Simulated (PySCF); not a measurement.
Argon: a sound run and one with changed settings

Sound run: Ar+ [Ne] 3s2 3p5, Ar(2+) [Ne] 3s2 3p4. Calculation: PySCF 2.14, in 6-31G* (4s3p1d, 18 functions); the non-relativistic Hamiltonian (point nucleus). In the sound run the correlated levels freeze [Ne]. The sound run starts from symmetry-adapted Hartree-Fock orbitals and uses a fine grid where one is needed.

Changed run: basis STO-3G. This setting is unsound on purpose.

```csv
species,method,sound run (hartree),changed run (hartree),converged
Ar+,UHF,-526.23345,-520.72694,yes
Ar+,M06-L,-526.91024,-521.31612,yes
Ar+,PBE0,-526.75863,-521.17237,yes
Ar+,MP2,-526.34332,-520.72694,yes
Ar(2+),UHF,-525.26382,-519.70618,yes
Ar(2+),M06-L,-525.90041,-520.24269,yes
Ar(2+),PBE0,-525.74330,-520.10102,yes
Ar(2+),MP2,-525.35301,-519.70618,yes
```

Ionisation energy of Ar+:

| method | sound run (eV) | changed run (eV) |
| --- | --- | --- |
| UHF | 26.385 | 27.776 |
| M06-L | 27.479 | 29.210 |
| PBE0 | 27.629 | 29.153 |
| MP2 | 26.948 | 27.776 |
| SCS-MP2 | 26.921 | 27.776 |

A minimal basis cannot let orbitals breathe on ionisation and holds almost no correlation.

For comparison, NIST gives 27.630 eV between the lowest levels.
